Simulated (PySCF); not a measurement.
**Does the structure fit the spectrum?**

A compound C5H8Cl2Si gives the data below (simulated from a calculation) and was assigned the structure `Cl[C@@H]1[C@H]2C[SiH2][C@]1(Cl)C2`.

¹³C{¹H} NMR (computed): δ 74.7 (C), 51.6 (CH), 28.8 (CH, 2C), 21.9 (CH2).

¹H NMR (500 MHz, computed): δ 4.01 (t, 3H), 3.50 (m, 1H), 2.38 (m, 2H), 1.37 (q, 2H).

[PySCF 2.14.0 with density-fitted response routines: geometry from GFN2-xTB; shieldings: GIAO PBE0/pcSseg-1; rapidly exchanging positions averaged; one conformer; in vacuum; non-relativistic Hamiltonian]

Scale: TMS for ¹H (σref 31.72), ¹³C (σref 186.93) (reference shieldings calculated alike).

**Question.** Compare with the shifts computed for the proposed structure, pairing carbons in order of shift.

**Answer.** Atom-mapped SMILES (the numbers label the heavy atoms): `[Cl:1][C@@H:2]1[C@H:3]2[CH2:4][SiH2:5][C@:6]1([Cl:7])[CH2:8]2`. Hydrogens are named by the atom that carries them.

| atom | computed for proposal | given list | difference |
| --- | --- | --- | --- |
| C2 | 76.4 | 74.7 | +1.7 |
| C6 | 62.0 | 51.6 | +10.4 |
| C8 | 44.2 | 28.8 | +15.4 |
| C3 | 40.7 | 28.8 | +11.9 |
| C4 | 14.6 | 21.9 | -7.3 |

The rms difference is 10.4 ppm and the largest +15.4 ppm at C8 (sp3 CH2 in a ring). The proposal also would give 5 carbon signals, not 4. The carbon types in order of shift don't match either: CH, C, CH2, CH, CH2 for the proposal against C, CH, CH, CH, CH2 in the data. The proposal doesn't fit.

**Question.** Which isomer fits?

**Answer.** SMILES [SiH3]C[C@@]1(Cl)[C@@H]2[C@@H](Cl)[C@@H]21.

Carbon types of the structure: 1 × C, 3 × CH, 1 × CH2, leaving 3 H on heteroatoms. δC 74.7, 51.6, 28.8: three-membered-ring carbon. δC 21.9: sp3 CH2 bonded to Si. δH 4.01: hydrogen on a silicon bonded to C. δH 3.50, 2.38: hydrogen on a three-membered-ring carbon.

Other isomers checked: ClC1=C[SiH2]C[C@@H](Cl)C1 (rms 51.9 ppm).

The shifts were computed for this structure.

Carbons that carry Cl, above all several Cl atoms, come out too deshielded, partly because spin–orbit coupling is missing. Shifts are as computed. Against solution values, carbons near 30 ppm lie about +3 ppm off and those near 130 ppm about +5 ppm; carbons on Cl a further +6 ppm. Of 1211 compounds with measured shifts, 218 miss one by over three times the rms of a fit or turn the order of signals round; such compounds aren't used in these exercises. Multiplicities follow the n + 1 count of equivalent neighbours, as no J values were calculated; m marks all less simple cases, F and P coupling included.
